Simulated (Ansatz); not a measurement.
Start from `[F][Hf]([F])([Cl])[I]` and change one atom or group to get `[F][Hf]([F])([SH])[Cl]`.

Ansatz, PBE0-D4/def2-TZVP geometries, multiplicity 1. Each molecule was computed in one conformer, which needn't be the lowest.

Elements past krypton have def2 core potentials.  Spin–orbit coupling is left out; it splits and shifts lone-pair levels of the heavy atoms by tenths of an eV.

```csv
property,`[F][Hf]([F])([Cl])[I]`
HOMO energy (B3LYP/def2-TZVPP) / eV,-8.14
HOMO–LUMO gap (PBE0/def2-TZVPP) / eV,6.49
LUMO energy (PBE0/def2-TZVPP) / eV,-1.91
LUMO energy (ωB97M-V/def2-TZVPP) / eV,0.12
HOMO energy (PBE0/def2-TZVPP) / eV,-8.40
size of the dipole moment (ωB97M-V/def2-TZVPP) / D,0.14
```

Task: Give the same properties after the change, and the shifts. (Estimate.)

Result: Ansatz gave: 
| property | `[F][Hf]([F])([SH])[Cl]` | shift |
| --- | --- | --- |
| HOMO energy (B3LYP/def2-TZVPP) / eV | -7.98 | 0.16 |
| HOMO–LUMO gap (PBE0/def2-TZVPP) / eV | 6.66 | 0.17 |
| LUMO energy (PBE0/def2-TZVPP) / eV | -1.59 | 0.32 |
| LUMO energy (ωB97M-V/def2-TZVPP) / eV | 0.51 | 0.39 |
| HOMO energy (PBE0/def2-TZVPP) / eV | -8.24 | 0.16 |
| size of the dipole moment (ωB97M-V/def2-TZVPP) / D | 0.68 | 0.54 |

With PBE0 the HOMO rises by 0.16 eV and the LUMO rises by 0.32 eV, so the gap widens by about 0.16 eV. PBE moves the HOMO by 0.24 eV and ωB97M-V by 0.09 eV. The zero-point energy changes by 20.9 kJ/mol with +3 modes. Dipoles are sizes alone; their direction can turn.

B3LYP here is the variant with VWN-RPA as its local correlation; programs differ in this.
